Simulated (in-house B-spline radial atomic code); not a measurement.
Atomic self-consistent-field run: Sc (an excited or competing configuration). Level of theory: scalar-relativistic (X2C) BP86, spin-polarised, spherical fractional occupations, Fermi nucleus of rms radius 3.5459 fm; calculated with a B-spline radial code for spherical atoms.

Command:
```bash
python run_scf.py task.json out
```
Settings (nuclear radius in fm, mass in u):
```
Z                21
configuration    [Ne] 3s2 3p5 3d1 4s2 5p1
hamiltonian      x2c
method           b88,p86
spin_polarised   True
nucleus          fermi
rms_radius       3.5459
atomic_mass      44.95591
speed_of_light   137.035999084
```

Output (hartree, bohr):
```
 radial grid: 91 intervals, B-splines of order 8, outer radius 85 bohr

 iter        energy (Eh)    residual
    1        -759.247200    2.85e-01
    2        -761.511543    1.79e-01
    3        -762.811312    3.96e-02
    4        -762.910516    1.44e-02
    5        -762.917247    5.07e-03
    6        -762.918607    9.27e-04
    7        -762.918668    3.46e-04
    8        -762.918679    1.19e-04
    9        -762.918680    3.66e-05
   10        -762.918680    1.93e-06
   11        -762.918680    2.87e-07
   12        -762.918680    5.50e-08

 total energy                      -762.91868
 kinetic                             769.5487
 electron-nucleus                  -1805.0598
 Hartree                             311.4441
 exchange-correlation                -38.8516

 orbital      occ     eigenvalue          <r>       <r^2>       <1/r>       <r^4>     <1/r^3>       r_max
 1s up      1.000      -162.1039    0.0727752  0.00713664     20.9644 0.000131677           -     0.04751
 1s down    1.000      -162.0917    0.0727711  0.00713582     20.9654 0.000131649           -     0.04751
 2s up      1.000       -17.9345      0.34325    0.139519     4.32465   0.0344445           -      0.2834
 2s down    1.000       -17.9134     0.343016    0.139287     4.32657   0.0342862           -      0.2834
 2p up      3.000       -14.7778     0.307449    0.116813     4.20412   0.0282878     225.244      0.2321
 2p down    3.000       -14.7544     0.307235      0.1166     4.20557   0.0281356     225.355      0.2321
 3s up      1.000        -2.4684      1.05517     1.28086     1.33413     2.62584           -      0.9186
 3s down    1.000        -2.3793      1.05879     1.29115        1.33     2.68374           -      0.9192
 3p up      3.000        -1.6674      1.13147     1.50039     1.20961     3.85844     26.6076       0.954
 3p down    2.000        -1.5817      1.13923     1.52446     1.20283     4.02573     26.3211      0.9555
 3d up      1.000        -0.4895      1.42571     2.56133    0.910832     14.8541     1.93892       1.011
 4s up      1.000        -0.3312      3.07085     10.6798    0.428288     174.839           -       2.706
 4s down    1.000        -0.3162      3.17397     11.4335    0.412655     202.763           -       2.777
 5p up      1.000        -0.0443      10.5338     121.442    0.115078     19938.5    0.241853       9.721
```

Cost of the run: 0.36 s on 1 thread of x86-64 server CPU, on a shared host.
